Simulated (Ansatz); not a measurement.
AgCl, charge -1, doublet, at a GFN2-xTB geometry of the parent state (such geometries of metal compounds can be far from the true shape) (a state made from the parent by changing its charge; the spin is typed, not shown lowest) (all electrons, no relativity) (a gas-phase anion, which may not be bound at this level); B3LYP/3-21G in Ansatz (a first-principles code).

Input for Ansatz:
Ansatz 0.2 input:
```yaml
crystal:
  periodic: [false, false, false]
  atoms:
    - {symbol: Ag, position_ang: [-0.00000000, -0.00000000, -0.58724977]}
    - {symbol: Cl, position_ang: [0.00000000, 0.00000000, 1.62357288]}
basis:
  gaussian:
    orbitals: 3-21G.json
hamiltonian:
  xc: b3lyp
total_charge: -1
magnetization: {spin_polarized: true, initial_magnetization: 1}
```
The basis file holds 3-21G in the JSON format of the Basis Set Exchange.

**Question.** Predict the main parts of the log of this Ansatz run.

**Answer.** 
```
Functional definition: B3LYP
627 factors; integrals over basis functions are off by at most 2.1e-4 eV
mean field evaluation 1: about -153318.5974 eV, gradient 1.3e1 eV
mean field evaluation 2: about -153318.5009 eV, gradient 1.5e1 eV
mean field evaluation 4: about -153319.1472 eV, gradient 4.3e-1 eV
mean field evaluation 8: about -153319.1607 eV, gradient 3.6e-2 eV
mean field evaluation 16: about -153319.1607 eV, gradient 4.2e-5 eV
mean field -153319.16073831 eV, -5634.3752336733 hartree, gradient 4.2e-5 eV, S^2 0.750788; 0 other end points of the search recorded, 0 dependent functions left out
reference -153319.16092130 eV, -5634.3752403979 hartree; 33, 32 occupied and 19, 20 virtual orbitals, 627 factors
Total energy: -153319.16092130 eV, -5634.3752403979 hartree
```
